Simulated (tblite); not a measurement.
C5H12GaN.
Z-matrix (Å and degrees, GFN2-xTB geometry), rows numbered from 1:
```
C 
N   1  1.4601
Ga  2  1.8413  1  128.13
C   3  2.0580  2  132.93  1    -2.74
C   4  1.5318  3   98.18  2   167.48
C   5  1.5439  4  111.45  3    40.26
C   6  1.5315  5  111.44  4   -60.84
H   1  1.0922  2  108.60  3     1.23
H   1  1.0960  2  111.66  3  -118.11
H   1  1.0958  2  111.59  3   120.51
H   2  1.0153  1  110.58  3   179.14
H   4  1.0948  3  112.84  2   -76.29
H   4  1.0924  3  116.42  2    48.79
H   5  1.0935  4  111.15  3   161.89
H   5  1.0951  4  109.31  3   -79.22
H   6  1.0954  5  108.10  4    59.32
H   6  1.0938  5  108.90  4   176.23
H   7  1.0944  3  112.92  2   -79.42
H   7  1.0919  3  116.41  2    45.81
```

Level: GFN2-xTB in tblite, geometry and Hessian alike; calculated harmonic values, unscaled, isolated species. The method is semi-empirical: single wavenumbers can be off by several per cent or more. One conformer, not necessarily the lowest.

Harmonic wavenumbers (cm⁻¹): 46.2, 60.6, 82.1, 130.8, 162.1, 203.5, 242.7, 277.4, 411.3, 420.8, 472.5, 515.1, 536.1, 597.8, 652.5, 864.4, 876.4, 900.1, 1001.2, 1013.7, 1015.5, 1038.1, 1082.7, 1096.3, 1100.2, 1120.8, 1186.0, 1240.3, 1241.5, 1302.5, 1330.2, 1331.0, 1412.7, 1444.6, 1449.5, 1480.4, 1482.4, 1488.4, 1497.8, 2897.4, 2912.3, 2917.0, 2921.3, 2922.9, 2932.9, 2940.0, 2943.3, 2950.8, 2952.3, 2965.3, 3338.8.

A = 4473, B = 1155, C = 958.2 MHz; mass 155.023 u (most abundant isotopes); point group C1, symmetry number 1.

Q: What is the zero-point energy?

A: Half the sum of the wavenumbers: 34701 cm⁻¹ = 99.22 kcal/mol.

Q: Give the ideal-gas entropy at 350 K and 1 bar in the rigid-rotor, harmonic-oscillator model (classical rotation).

A: Translation 41.85, rotation 29.04, vibration 35.12: S = 106.0 cal/(mol K).

Q: And Cp and H(350 K) − H(0)?

A: Cp = 42.15 cal/(mol K), of which vibrations give 34.20 (their classical limit is 51 R = 101.3); H(350 K) − H(0) = 9.01 kcal/mol without the zero-point energy, 6.22 from vibrations.

Q: Which modes carry the vibrational entropy at 350 K?

A: 46.2 cm⁻¹: 5.29; 60.6 cm⁻¹: 4.75; 82.1 cm⁻¹: 4.16; 130.8 cm⁻¹: 3.24; 162.1 cm⁻¹: 2.83; 203.5 cm⁻¹: 2.40 cal/(mol K); the other 45 give 12.45 together.

Q: Blend soft modes into free rotors: weight 1/[1 + (100 cm⁻¹/ν̃)⁴] for the oscillator and the rest for a rotor with moment μB/(μ + B), μ = h/(8π²ν), B = 10⁻⁴⁴ kg m². What vibrational entropy results?

A: 31.78 cal/(mol K) in place of 35.12, which changes −T·S at 350 K by +1.17 kcal/mol.

Q: What must be added to the electronic energy to get the Gibbs energy at 350 K and 1 bar?

A: ZPE + [H(350 K) − H(0)] − T·S = 99.22 + 9.01 − 37.10 = 71.13 kcal/mol.

Hindered rotation and anharmonicity are outside this model. Other conformers, if any are populated, would add a mixing term that is left out. The structure is chiral; the term R ln 2 for an equal mix with its mirror image is left out.

The run took 0.57 s of wall time on one thread of an Arm Neoverse V2, no GPU, shared host with 32 logical CPUs at a one-minute load of 37. This covers the Hessian and the dipole derivatives.
